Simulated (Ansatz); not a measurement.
Input for Ansatz (development build ahead of 0.2.0):

```yaml
crystal:
  periodic: [false, false, false]
  atoms:
    - { symbol: Al, position_ang: [0.0, 0.0, 0.0] }
    - { symbol: Cl, position_ang: [1.34843, 1.34843, 1.34843] }
    - { symbol: Cl, position_ang: [1.34843, -1.34843, -1.34843] }
    - { symbol: Cl, position_ang: [-1.34843, 1.34843, -1.34843] }
    - { symbol: Cl, position_ang: [-1.34843, -1.34843, 1.34843] }
basis:
  gaussian: { orbitals: def2-TZVP }
total_charge: -1
hamiltonian:
  xc: hf
```

The input is written out in the form of the current development build from the run's settings.

The run gave:

- Converged: yes
- Total energy: -2080.34207 hartree
- Spin squared of the determinant: 0.000

Caution: no unrestricted run beside it, a lower state can exist; no diffuse functions for an anion.
